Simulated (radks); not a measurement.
Results of a calculation; reference values are marked as such.
Neutral rhodium inside a hard spherical wall (all orbitals vanish at R), configuration held at [Kr] 4d8 5s1 and not refilled when levels cross. Code: a radial shooting solver on a logarithmic mesh with Libxc functionals. Model: scalar-relativistic Kohn-Sham, LDA (Slater exchange, VWN5 correlation), spin-polarised, spherical densities, point nucleus; open shells are filled with parallel spins first (spin-orbit coupling, left out, can overturn this in heavy ions). Eigenvalues in eV for spin up, with the zero of energy where the potential of the charges vanishes at infinity; a dash marks a level that is unbound or too diffuse for the functional's potential to be trusted. A positive occupied level is held by the wall or, in an anion where self-interaction has pushed it up, behind a barrier. The pressure on the wall is -dE/dV.

R (bohr) = free: E (hartree) -4779.55462; kinetic (hartree) 4948.612; e(4s) -83.019; e(4p) -51.027; e(4d) -6.676; e(5s) -4.987; e(5p, empty) -1.190; e(6s, empty) -0.007; pressure (GPa) 0
R (bohr) = 12: E (hartree) -4779.55460; kinetic (hartree) 4948.612; e(4s) -83.017; e(4p) -51.024; e(4d) -6.673; e(5s) -4.985; e(5p, empty) -1.154; e(6s, empty) 0.998; pressure (GPa) 0.000398
R (bohr) = 10: E (hartree) -4779.55440; kinetic (hartree) 4948.615; e(4s) -83.000; e(4p) -51.007; e(4d) -6.657; e(5s) -4.968; e(5p, empty) -1.058; e(6s, empty) 1.962; pressure (GPa) 0.00625
R (bohr) = 8: E (hartree) -4779.55222; kinetic (hartree) 4948.632; e(4s) -82.882; e(4p) -50.890; e(4d) -6.547; e(5s) -4.846; e(5p, empty) -0.676; e(6s, empty) 4.443; pressure (GPa) 0.103
R (bohr) = 5: E (hartree) -4779.46470; kinetic (hartree) 4949.099; e(4s) -80.869; e(4p) -48.917; e(4d) -4.740; e(5s) -2.316; e(5p, empty) 3.709; e(6s, empty) 22.304; pressure (GPa) 10.8
R (bohr) = 4: E (hartree) -4779.20939; kinetic (hartree) 4950.225; e(4s) -77.490; e(4p) -45.661; e(4d) -1.663; e(5s) 2.785; e(5p, empty) 10.919; e(6s, empty) 45.600; pressure (GPa) 71.7
R (bohr) = 3.5: E (hartree) -4778.83348; kinetic (hartree) 4951.750; e(4s) -73.993; e(4p) -42.323; e(4d) 1.677; e(5s) 8.982; e(5p, empty) 19.078; e(6s, empty) 69.119; pressure (GPa) 211
R (bohr) = 2.5: E (hartree) -4775.53900; kinetic (hartree) 4964.308; e(4s) -56.913; e(4p) -25.689; e(4d) 20.412; e(5s) 50.073; e(5p, empty) 68.427; e(6s, empty) 190.53; pressure (GPa) 2950
R (bohr) = 1.5: E (hartree) -4736.65205; kinetic (hartree) 5090.441; e(4s) 35.473; e(4p) 74.104; e(4d) 137.37; e(5s) 343.17; e(5p, empty) 378.31; e(6s, empty) 817.80; pressure (GPa) 128000
